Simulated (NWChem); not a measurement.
Molecule: C2H9NSi; SMILES C(C)[SiH2]N

```xyz
13

Si    -0.5719    -0.7217     0.1639
N      0.9289    -1.5244    -0.1939
C     -0.5086     1.0640    -0.4272
C      0.6043     1.9007     0.2000
H     -1.6356    -1.4859    -0.5590
H     -0.9413    -0.7058     1.6247
H      1.7763    -1.2211     0.2744
H      0.9232    -2.5360    -0.2674
H     -0.4054     1.0487    -1.5259
H     -1.4944     1.5161    -0.2173
H      0.5197     1.9353     1.2987
H      0.5888     2.9418    -0.1600
H      1.5993     1.4928    -0.0418
```
Atoms are numbered in this order, from 1.

Program: NWChem. All runs use the structure optimised with PBE0/def2-SVP. Ions are spin-unrestricted doublets at the neutral geometry; other ion states weren't tried.

| level | vertical ionisation energy, ΔSCF (eV) | −ε(HOMO) (eV) | ΔSCF minus −ε(HOMO) (eV) | relative time |
|---|---|---|---|---|
| B3LYP/def2-SVP | 9.21 | 6.73 | 2.48 | 2 |
| PBE/def2-SVP | 8.87 | 5.52 | 3.35 | 2 |
| Hartree-Fock/def2-SVP | 8.45 | 10.56 | -2.11 | 1 |
| BHandHLYP/def2-SVP | 9.35 | 8.36 | 0.99 | 2 |
| LRC-wPBEh/def2-SVP | 9.38 | 8.88 | 0.50 | 7 |

The last column is a rough cost ratio, cheapest run = 1.
